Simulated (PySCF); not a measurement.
## Static response to an electric field

Compound: C6H12O.
Structure used (GFN2-xTB), in Å, numbered top down from 1:
```xyz
19
C6H12O angstrom
C      2.6425   -0.4690    0.0638
O      1.5363    0.2285    0.5695
C      0.4738    0.3774   -0.3521
C     -0.3033   -0.9348   -0.6002
C     -1.7765   -0.5402   -0.5414
C     -1.7993    0.5324    0.5426
C     -0.5516    1.3622    0.2413
H      3.4017   -0.4528    0.8439
H      3.0378    0.0159   -0.8385
H      2.3971   -1.5095   -0.1792
H      0.8836    0.7648   -1.2991
H     -0.0349   -1.4082   -1.5440
H     -0.0746   -1.6238    0.2146
H     -2.4238   -1.3862   -0.3144
H     -2.0874   -0.1128   -1.4963
H     -2.7081    1.1318    0.5265
H     -1.7078    0.0641    1.5229
H     -0.1338    1.8273    1.1316
H     -0.7815    2.1424   -0.4837
```

Level: B3LYP/def2-SVPD (PySCF), static field, nuclei fixed, core orbitals frozen in the response. The polarisability tensor in these axes (au):

```
x   85.34 -2.47 -0.20
y   -2.47 71.99  2.43
z   -0.20  2.43 67.94
```

**Question.** What are the eigenvalues, a third of the trace, and Δα (Δα² = ½Σ(αi − αj)² over the three pairs)?

**Answer.** Principal values 66.76, 72.70 and 85.80 au; mean 75.09 au = 11.13 Å³ = 12.38 × 10⁻⁴⁰ C²·m²/J; Δα = 16.88 au (22 % of the mean).

**Question.** What is the dipole moment, and where does it point?

**Answer.** (-0.15, -0.47, -1.07) D, 1.18 D in size, pointing from the negative to the positive side. Measured along this direction, the outermost atoms are H18 at the negative end and H12 at the positive end.

**Question.** Find the Langevin capture rate constant for H3+ (3.023 u) meeting this molecule (100.089 u), k = 2.342 × 10⁻⁹ cm³/s × √(α in Å³ / reduced mass in u).

**Answer.** The reduced mass is 2.93 u, so k = 4.56 × 10⁻⁹ cm³/s. The formula leaves out the permanent dipole, which adds to the capture rate.

**Question.** Estimate the molar refractivity from the static electronic polarisability.

**Answer.** Lorentz–Lorenz: R = (4π/3)N_A α = 2.5225 cm³/(mol·Å³) × 11.13 Å³ = 28.1 cm³/mol, in the limit of long wavelengths.

**Question.** What depolarisation ratio follows for Rayleigh scattering of linearly polarised light, taking the static tensor?

**Answer.** ρ = 3Δα²/(45ᾱ² + 4Δα²) = 854.6/(253728 + 1139.4) = 0.00335.

Isolated species at its GFN2-xTB geometry (one conformer only).
